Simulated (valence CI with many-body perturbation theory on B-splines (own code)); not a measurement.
## Xe³⁹⁺: calculated level list

Method: configuration interaction combined with many-body perturbation theory (CI+MBPT): five valence electrons over a frozen Dirac-Fock core [Ne], radial functions for each j: 9 s, 9 p, 8 d, 6 f, 3 g, 1 h, with the one-electron correlation potential Σ1, the two-electron term Σ2, the three-electron term Σ3, Breit, model QED; selected CI, second order for the rest, scaled by the run's own slope (own B-spline code, finite nucleus).

The last digits are not significant, and no measured levels were compared; by estimate large intervals hold to a few tenths of a per cent, small ones and those within an open d or f shell to about a per cent. Among the levels kept, up to 2000 cm⁻¹ of a level comes from second order outside the variational space, and about a tenth of that is noise between levels of different J, which matters for small intervals.

Levels 1 to 36 of 36, with energies above the lowest level, (3s^2 3p1/2^2 3p3/2) J=3/2. "Leading %" is the weight of the configuration and term that name the level; weights of strongly mixed levels are sums over their largest components and can fall short, so below about 35 % the name and the second component can differ from the true leading terms, or belong to a minority configuration. In the jj column 3d3/2^4 stands for four electrons in 3d with j = 3/2. Lifetimes count E1, E2, E3, M1 and M2 decay at the calculated energies, and are blank where another channel may lead or the interval is too uncertain; long ones can be off by a factor of two.

| No. | Configuration | Term | J | E (eV) | Leading % | Lifetime | Leading jj | g |
| --- | --- | --- | --- | --- | --- | --- | --- | --- |
| 1 | 3s²3p³ | ²P° | 3/2 | 0.00 | 44 |  | 3s^2 3p1/2^2 3p3/2 (98 %) | 1.399 |
| 2 | 3s²3p³ | ⁴S° | 3/2 | 71.10 | 52 | 260 ns | 3s^2 3p1/2 3p3/2^2 (98 %) | 1.435 |
| 3 | 3s²3p³ | ²D° | 5/2 | 79.26 | 98 | 1.39 μs | 3s^2 3p1/2 3p3/2^2 (98 %) | 1.194 |
| 4 | 3s²3p³ | ²P° | 1/2 | 89.32 | 98 | 335 ns | 3s^2 3p1/2 3p3/2^2 (98 %) | 0.657 |
| 5 | 3s²3p²3d | ⁴F | 3/2 | 151.66 | 37 | 547 ps | 3s^2 3p1/2^2 3d3/2 (94 %) | 0.790 |
| 6 | 3s²3p³ | ²P° | 3/2 | 161.53 | 54 | 120 ns | 3s^2 3p3/2^3 (97 %) | 1.283 |
| 7 | 3s3p⁴ | ⁴P | 5/2 | 168.81 | 39 | 190 ps | 3s 3p1/2^2 3p3/2^2 (50 %) | 1.390 |
| 8 | 3s3p⁴ | ⁴P | 5/2 | 186.25 | 32 | 11.3 ps | 3s^2 3p1/2^2 3d5/2 (48 %) | 1.293 |
| 9 | 3s3p⁴ | ²S | 1/2 | 198.06 | 46 | 12.3 ps | 3s 3p1/2^2 3p3/2^2 (82 %) | 2.208 |
| 10 | 3s3p⁴ | ²D | 3/2 | 199.13 | 27 | 7.74 ps | 3s 3p1/2^2 3p3/2^2 (68 %) | 1.155 |
| 11 | 3s²3p²3d | ²F | 5/2 | 222.47 | 48 | 485 ps | 3s^2 3p1/2 3p3/2 3d3/2 (96 %) | 0.961 |
| 12 | 3s²3p²3d | ⁴F | 3/2 | 223.29 | 30 | 42.4 ps | 3s^2 3p1/2 3p3/2 3d3/2 (91 %) | 0.934 |
| 13 | 3s²3p²3d | ⁴D | 1/2 | 223.94 | 77 | 263 ps | 3s^2 3p1/2 3p3/2 3d3/2 (97 %) | 0.228 |
| 14 | 3s²3p²3d | ²G | 7/2 | 230.23 | 39 | 30.5 ns | 3s^2 3p1/2 3p3/2 3d3/2 (91 %) | 1.072 |
| 15 | 3s3p⁴ | ⁴P | 3/2 | 238.71 | 30 | 1.07 ns | 3s^2 3p1/2 3p3/2 3d5/2 (63 %) | 1.461 |
| 16 | 3s²3p²3d | ⁴D | 7/2 | 240.89 | 47 | 4.27 ns | 3s^2 3p1/2 3p3/2 3d5/2 (98 %) | 1.307 |
| 17 | 3s²3p²3d | ²D | 5/2 | 244.67 | 20 | 44.6 ps | 3s^2 3p1/2 3p3/2 3d5/2 (76 %) | 1.167 |
| 18 | 3s²3p²3d | ²G | 9/2 | 249.38 | 54 |  | 3s^2 3p1/2 3p3/2 3d5/2 (97 %) | 1.206 |
| 19 | 3s²3p²3d | ⁴P | 5/2 | 249.85 | 33 | 2.14 ps | 3s^2 3p1/2 3p3/2 3d3/2 (67 %) | 1.293 |
| 20 | 3s²3p²3d | ⁴P | 1/2 | 254.11 | 36 | 1.83 ps | 3s^2 3p1/2 3p3/2 3d3/2 (78 %) | 1.581 |
| 21 | 3s²3p²3d | ⁴P | 3/2 | 254.32 | 24 | 1.29 ps | 3s^2 3p1/2 3p3/2 3d3/2 (74 %) | 1.245 |
| 22 | 3s²3p²3d | ⁴D | 3/2 | 264.54 | 25 | 7.82 ps | 3s^2 3p1/2 3p3/2 3d5/2 (43 %) | 1.180 |
| 23 | 3s²3p²3d | ²F | 7/2 | 264.98 | 41 | 8.93 ps | 3s^2 3p1/2 3p3/2 3d5/2 (83 %) | 1.084 |
| 24 | 3s²3p²3d | ²D | 5/2 | 266.98 | 30 | 3.74 ps | 3s^2 3p1/2 3p3/2 3d5/2 (59 %) | 1.160 |
| 25 | 3s²3p²3d | ²S | 1/2 | 268.14 | 34 | 5.46 ps | 3s^2 3p1/2 3p3/2 3d5/2 (61 %) | 1.499 |
| 26 | 3s²3p²3d | ²D | 3/2 | 274.18 | 38 | 5.18 ps | 3s^2 3p1/2 3p3/2 3d5/2 (72 %) | 1.050 |
| 27 | 3s3p⁴ | ²D | 5/2 | 277.95 | 46 | 3.79 ps | 3s 3p1/2 3p3/2^3 (47 %) | 1.257 |
| 28 | 3s3p⁴ | ²P | 3/2 | 290.15 | 44 | 2.40 ps | 3s 3p1/2 3p3/2^3 (67 %) | 1.174 |
| 29 | 3s²3p²3d | ²P | 1/2 | 292.34 | 38 | 2.49 ps | 3s 3p1/2 3p3/2^3 (45 %) | 1.219 |
| 30 | 3s²3p²3d | ²F | 7/2 | 321.75 | 44 | 17.6 ps | 3s^2 3p3/2^2 3d5/2 (86 %) | 1.270 |
| 31 | 3s²3p²3d | ²P | 1/2 | 323.57 | 63 | 3.16 ps | 3s^2 3p3/2^2 3d5/2 (47 %) | 1.010 |
| 32 | 3s²3p²3d | ²D | 5/2 | 323.90 | 34 | 1.90 ps | 3s^2 3p3/2^2 3d3/2 (77 %) | 1.195 |
| 33 | 3s²3p²3d | ²D | 3/2 | 324.79 | 27 | 1.52 ps | 3s^2 3p3/2^2 3d3/2 (76 %) | 1.172 |
| 34 | 3s²3p²3d | ⁴F | 9/2 | 324.95 | 54 | 217 ns | 3s^2 3p3/2^2 3d5/2 (97 %) | 1.226 |
| 35 | 3s3p³3d | ⁶D° | 5/2 | 325.48 | 32 | 74.3 ps | 3s 3p1/2^2 3p3/2 3d3/2 (87 %) | 1.336 |
| 36 | 3s²3p²3d | ²S | 1/2 | 326.06 | 37 | 2.95 ps | 3s^2 3p3/2^2 3d3/2 (42 %) | 1.881 |

The ionisation energy to 3s²3p² ³P0 of the next ion comes out as 2812.9 eV (NIST: 2811 ± 4 eV (theoretical)). All 36 levels together are meant to be complete up to 326.80 eV.
